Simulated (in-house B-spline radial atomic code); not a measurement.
A fraction x of an electron is removed from 4p in Kr III (Kr2+), starting from [Ar] 3d10 4s2 4p4 and keeping the highest spin. Computed with an all-electron radial atomic-structure program (B-spline basis): scalar-relativistic (X2C) BP86, spin-polarised, spherical fractional occupations, Fermi nucleus of rms radius 4.1884 fm.

| x | E(x) - E(0) (eV) | 4p down level (eV) |
| --- | --- | --- |
| 0 | 0.0000 | -29.979 |
| 0.01 | 0.3003 | -30.090 |
| 0.16 | 4.9394 | -31.766 |
| 0.37 | 11.8584 | -34.132 |
| 0.46 | 14.9762 | -35.153 |
| 0.5 | 16.3914 | -35.607 |
| 0.65 | 21.8606 | -37.318 |
| 0.83 | 28.7632 | -39.380 |
| 0.91 | 31.9504 | -40.299 |
| 1 | 35.6238 | - |

The exact functional would give a straight line between the two integer points. Deviations E(x) - E(0) - x[E(1) - E(0)], in eV: -0.056 at x = 0.01, -0.76 at x = 0.16, -1.322 at x = 0.37, -1.411 at x = 0.46, -1.421 at x = 0.5, -1.295 at x = 0.65, -0.805 at x = 0.83, -0.467 at x = 0.91.

The curve lies below the straight line by up to 1.421 eV (at x = 0.5): convex, the delocalisation error that favours fractional charges.

Problem. How well does Slater's transition state (minus the level at half occupation) give the ionisation energy?

Solution. It gives 35.607 eV against 35.624 eV from the two total energies; NIST lists 35.84 eV, ground level to ground level.
